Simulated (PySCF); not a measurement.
**Stretching Cs2**

Set-up: basis Cs x2c-TZVPall; spin-free X2C with a Gaussian nucleus; PySCF 2.14. Energies in eV from Cs + Cs in their ground configurations at the same level. State: ¹Σg⁺ (singlet), closed shell.

All columns are PBE0.

```tsv
R (Å)	E (eV)	HOMO (eV)	LUMO (eV)	Mayer bond order	⟨S²⟩
4.088	-0.298	-2.69	-1.07	1.02	0.00
4.279	-0.363	-2.65	-1.08	1.02	0.00
4.469	-0.402	-2.62	-1.10	1.01	0.00
4.611	-0.417	-2.60	-1.12	1.01	0.00
4.754	-0.421	-2.58	-1.14	1.01	0.00
4.897	-0.417	-2.56	-1.16	1.01	0.00
5.087	-0.401	-2.53	-1.19	1.01	0.00
5.324	-0.367	-2.50	-1.23	1.01	0.00
5.610	-0.313	-2.47	-1.28	1.01	0.00
5.990	-0.229	-2.44	-1.36	1.00	0.00
```

Closed-shell solutions of metal pairs were not tested for spin polarisation, which can lower them a little. Spin–orbit coupling is left out.
